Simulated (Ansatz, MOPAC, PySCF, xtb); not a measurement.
Noncovalent pair: C2H2 (SMILES C#C) (first 4 atoms) with N2 (SMILES N#N); geometry from B3LYP-D3(BJ)/def2-TZVP, rigid monomers moved along the line of their centres of mass till H4···N6 is 2.34 Å.
(charge 0, multiplicity 1):
```json
[
 {"atom": "C", "x (Å)": "-0.4374", "y (Å)": "0.4278", "z (Å)": "-1.0306"},
 {"atom": "C", "x (Å)": "-0.0409", "y (Å)": "0.0401", "z (Å)": "0.0303"},
 {"atom": "H", "x (Å)": "-0.7903", "y (Å)": "0.7730", "z (Å)": "-1.9716"},
 {"atom": "H", "x (Å)": "0.3088", "y (Å)": "-0.3019", "z (Å)": "0.9744"},
 {"atom": "N", "x (Å)": "0.4027", "y (Å)": "-0.3958", "z (Å)": "4.3890"},
 {"atom": "N", "x (Å)": "0.4764", "y (Å)": "-0.4667", "z (Å)": "3.3033"}
]
```

Interaction energies are E(AB) − E(A) − E(B) at the monomers' geometry in the complex; basis-set methods are counterpoise corrected. Rows marked so take none.

Cores are frozen in the correlated methods. CBS: X⁻³ extrapolation of the correlation energy, Hartree–Fock from the larger set. Rows in 6-31G*, STO-3G carry no dispersion term and start afresh at each structure (6-31G* with six Cartesian d functions). MP2/6-31G* freezes PySCF's default core. The state that AM1 reach isn't checked.

Programs: Ansatz (Gaussian basis) for Hartree–Fock, density functionals and correlated methods; MOPAC for AM1 (differences of heats of formation); PySCF for 6-31G* rows, STO-3G rows, the dispersion terms; xtb for the GFN methods. 

| level | interaction energy (kcal/mol) |
|---|---|
| AM1 | 1.12 |
| GFN1-xTB | -0.47 |
| HF/STO-3G (no counterpoise) | -0.23 |
| r2SCAN/def2-TZVPPD | 0.12 |
| r2SCAN-D4/def2-TZVPPD | -0.03 |
| B3LYP/def2-TZVPPD | 0.20 |
| MP2/6-31G* (no counterpoise) | -0.86 |
| MP2/CBS(aug-cc-pVDZ, aug-cc-pVTZ) | -0.54 |
| MP2/CBS(aug-cc-pVDZ, aug-cc-pVTZ) + ΔCCSD(T)/aug-cc-pVDZ | ? |

Q: Fill in the missing entries.

A: 
- MP2/CBS(aug-cc-pVDZ, aug-cc-pVTZ) + ΔCCSD(T)/aug-cc-pVDZ, interaction energy (kcal/mol): -0.39

Ansatz is a first-principles code.
